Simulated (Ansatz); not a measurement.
AlClH$_{2}$O$_{2}$Si at its PBE0-D4/def2-TZVP geometry, where that method's forces vanish. Charge 0, multiplicity 1. The bonds changed during the relaxation, so this is another structure than the one it started from.

```xyz
7

Cl   -2.0949    0.3112   -2.6140
Al   -0.8147    0.1209   -1.0165
O     0.8424   -0.3202   -0.8266
Si    0.6585   -0.0978    0.8217
O    -0.9522    0.3361    0.6897
H     1.5060    0.9964    1.3511
H     0.8549   -1.3466    1.5946
```

(1) What forces (eV/Å) does PBE-D4/def2-TZVPP give on these atoms in Ansatz 0.2.0? (An estimate is asked.)

Answers

(1) Ansatz gave: 
```
Cl1 -0.171  0.025 -0.213
Al2 -0.213  0.031 -0.266
O3   0.588 -0.218 -0.524
Si4  0.280 -0.042  0.350
O5  -0.614  0.222  0.492
H6   0.104  0.133  0.066
H7   0.025 -0.152  0.095
```
